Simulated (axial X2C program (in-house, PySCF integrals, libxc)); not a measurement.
Testing model relations on SiBr⁺

A bond curve at the CCSD(T) level, two-component, was computed with an in-house relativistic program for diatomic molecules (basis Br dyall-cv3z [8s9p6d4f1g], Si dyall-v3z [8s7p2d1f] (cores contracted in-house)) for the state Ω = 0 (closed shell). Its fit gives Re = 2.1179 Å, ωe = 530.4 cm⁻¹, ωexe = 1.5 cm⁻¹ and αe = 7.594e-04 cm⁻¹; the masses are 78.9183 and 27.9769 u. Two-component means X2C with spin–orbit coupling and atomic mean-field Coulomb and Gaunt terms.

Correlated methods: 10 electrons correlated (number of frozen shells: Br 3 s, 2 p, 1 d; Si 2 s, 1 p), 184 virtual spin orbitals or spinors in MP2, 90 natural virtuals in coupled cluster.

Question: Find the reduced mass, Be and the force constant.

Answer: From the CCSD(T) values: μ = 20.6547 u. Be = 16.8576/(μ Re²) = 0.182 cm⁻¹. k = 5.8918×10⁻⁷ μ ωe² = 3.42 mdyn/Å.

Question: Give B0, the J = 1←0 line in GHz and the most populated J at 300 K (kT = 208.5 cm⁻¹).

Answer: B0 = Be − αe/2 = 0.1816 cm⁻¹; 2B0 = 10.89 GHz; J(max) ≈ √(kT/2B0) − 1/2 = 23.5, so J = 23.

Question: Estimate the centrifugal constant by the Kratzer relation.

Answer: D = 4Be³/ωe² = 8.57e-08 cm⁻¹.

Question: Estimate De from a Morse curve and compare with the computed well depth of 4.376 eV to Br + Si+.

Answer: De(Morse) = ωe²/(4ωexe) = 5.813 eV against 4.376 eV computed, a ratio of 1.33. The extrapolation overshoots: the well softens faster than a Morse curve, or the lowest atomic limit lies below the one to which the curve heads.

Question: A Morse curve ties αe to the other constants (Pekeris). How well does that hold?

Answer: αe(Morse) = 6Be²/ωe × (√(ωexe/Be) − 1) = 7.008e-04 cm⁻¹; the CCSD(T) curve gives 7.594e-04 cm⁻¹, a ratio of 0.92.

The state is one determinant whose occupation by symmetry is held fixed; it was picked as the lowest of a PBE0 search that is not exhaustive. De is counted from the lowest determinant-based energies of the atoms at the same level, without counterpoise correction. CCSD and (T) use frozen natural virtuals with an MP2 correction for the truncation; (T) itself is uncorrected, so its De runs slightly low.
